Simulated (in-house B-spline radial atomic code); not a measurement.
The ytterbium ion Yb⁺: [Xe] (4f5/2)5 (4f7/2)8 6s2 (with a hole in an inner shell)

All numbers are computed (Dirac-Kohn-Sham PBE, spherical fractional occupations; Fermi nucleus of rms radius 5.3108 fm) with a B-spline radial code for spherical atoms, not measured.

Z_r = [3n² - l(l+1)]/(2<r>); Z_e = n√(-2ε); the last column is Slater's effective charge. Values are occupation-weighted means over j. An effective charge above Z reflects the relativistic contraction of the inner shells.

| shell | electrons | ε (eV) | <r> (bohr) | Z_r | Z_e | Slater |
| --- | --- | --- | --- | --- | --- | --- |
| 1s | 2 | -61166 | 0.01966 | 76.28 | 67.05 | 69.70 |
| 2s | 2 | -10371 | 0.08276 | 72.50 | 55.22 | 65.85 |
| 2p | 6 | -9195.8 | 0.07372 | 67.82 | 52.00 | 65.85 |
| 3s | 2 | -2350.7 | 0.2163 | 62.42 | 39.43 | 58.75 |
| 3p | 6 | -1991.8 | 0.2154 | 58.02 | 36.30 | 58.75 |
| 3d | 10 | -1529.4 | 0.1961 | 53.54 | 31.81 | 48.85 |
| 4s | 2 | -475.76 | 0.4875 | 49.23 | 23.65 | 42.25 |
| 4p | 6 | -356.78 | 0.5166 | 44.52 | 20.48 | 42.25 |
| 4d | 10 | -193.91 | 0.5588 | 37.58 | 15.10 | 30.85 |
| 5s | 2 | -68.092 | 1.19 | 31.51 | 11.19 | 13.20 |
| 5p | 6 | -40.065 | 1.403 | 26.02 | 8.58 | 13.20 |
| 4f | 13 | -18.384 | 0.7382 | 24.38 | 4.65 | 19.80 |
| 6s | 2 | -10.924 | 3.304 | 16.34 | 5.38 | 3.85 |

The least bound orbital is 6s1/2 at -10.92 eV, and it is also the most diffuse (<r> = 3.304 bohr). The part-filled 4f shell lies below the filled 6s shell in orbital energy.

For the 1s electron the small component carries 6.9 % of the norm, the zero-frequency Breit interaction raises the level by 202.5 eV, self-energy by 124.4 eV, and vacuum polarisation lowers it by 22.17 eV.
